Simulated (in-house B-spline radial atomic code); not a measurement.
Configurations of the zinc ion Zn⁵⁺, with energies counted from [Ar] 3d7. Computed with an all-electron radial atomic-structure program (B-spline basis): non-relativistic M06-2X, spin-polarised, spherical fractional occupations, exact exchange averaged over the configuration, point nucleus. Shells without spins written out take the highest spin.

Occupations are held fixed; configurations that lie above the ionisation limit could autoionise.

```csv
configuration,E - E(ref) (eV),highest orbital,its <r> (bohr)
[Ar] 3d6 4p1,45.978,4p up,1.86
[Ar] 3d6 4d1,63.061,4d up,2.236
[Ne] 3s2 3p5 3d7 4s1,110.67,4s up,1.715
```

(1) Order these further configurations by energy, lowest first.
A. [Ne] 3s2 3p5 3d7 4d1
B. [Ne] 3s2 3p5 3d7 4f1
C. [Ne] 3s2 3p5 3d8
D. [Ar] 3d6 4s1

## Answers

(1) D (34.948 eV), C (76.278 eV), A (138.88 eV), B (152.08 eV).
